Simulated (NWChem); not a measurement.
Species: BeSiH$_{3}$OI; SMILES [SiH3][O][Be][I]

```xyz
7

Be     0.0362     0.5571    -0.0005
I      0.0844    -1.6160    -0.0010
O      0.0043     1.9682     0.0005
Si    -0.0350     3.6240     0.0030
H     -0.7574     4.1103    -1.2092
H      1.3585     4.1588    -0.0052
H     -0.7418     4.1077     1.2255
```
Atoms are numbered in this order, from 1.

Structure relaxed at the PBE0/def2-SVP level. No frequency run checked for a minimum. def2 effective core potentials on I; no spin-orbit coupling.

### Question
List the 4 lowest vertical singlet excitations from PBE/def2-SVPD with def2 effective core potentials on I, TDA (NWChem).

### Answer
```tsv
state	energy (eV)	oscillator strength	leading excitation (squared amplitude)
S1	5.45	0.027	HOMO → LUMO (1.00)
S2	5.45	0.027	HOMO−1 → LUMO (1.00)
S3	6.03	0.000	HOMO → LUMO+1 (0.46)
S4	6.07	0.000	HOMO−1 → LUMO+2 (0.48)
```
